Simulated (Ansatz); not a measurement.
One change: `COB(C)O[SiH3]` becomes `CB(N)O[SiH3]`.

Ansatz, PBE0-D4/def2-TZVP geometries, multiplicity 1. Each molecule was computed in one conformer, which needn't be the lowest.

| property | `COB(C)O[SiH3]` |
| --- | --- |
| HOMO energy (B3LYP/def2-TZVPP) / eV | -8.25 |
| size of the dipole moment (PBE/def2-TZVPP) / D | 0.65 |
| HOMO–LUMO gap (PBE0/def2-TZVPP) / eV | 8.70 |
| LUMO energy (PBE0/def2-TZVPP) / eV | 0.22 |
| size of the dipole moment (ωB97M-V/def2-TZVPP) / D | 0.68 |
| LUMO energy (ωB97M-V/def2-TZVPP) / eV | 1.76 |

Task: What does the change do to each property? (Best estimate.)

Result: The calculation gave: 
| property | `CB(N)O[SiH3]` | shift |
| --- | --- | --- |
| HOMO energy (B3LYP/def2-TZVPP) / eV | -7.54 | 0.71 |
| size of the dipole moment (PBE/def2-TZVPP) / D | 1.42 | 0.77 |
| HOMO–LUMO gap (PBE0/def2-TZVPP) / eV | 8.16 | -0.54 |
| LUMO energy (PBE0/def2-TZVPP) / eV | 0.38 | 0.16 |
| size of the dipole moment (ωB97M-V/def2-TZVPP) / D | 1.37 | 0.69 |
| LUMO energy (ωB97M-V/def2-TZVPP) / eV | 1.85 | 0.09 |

With PBE0 the HOMO rises by 0.70 eV and the LUMO rises by 0.16 eV, so the gap narrows by about 0.54 eV. PBE moves the HOMO by 0.61 eV and ωB97M-V by 0.69 eV. Dipoles are sizes alone; their direction can turn.

B3LYP here is the variant with VWN-RPA as its local correlation; programs differ in this.
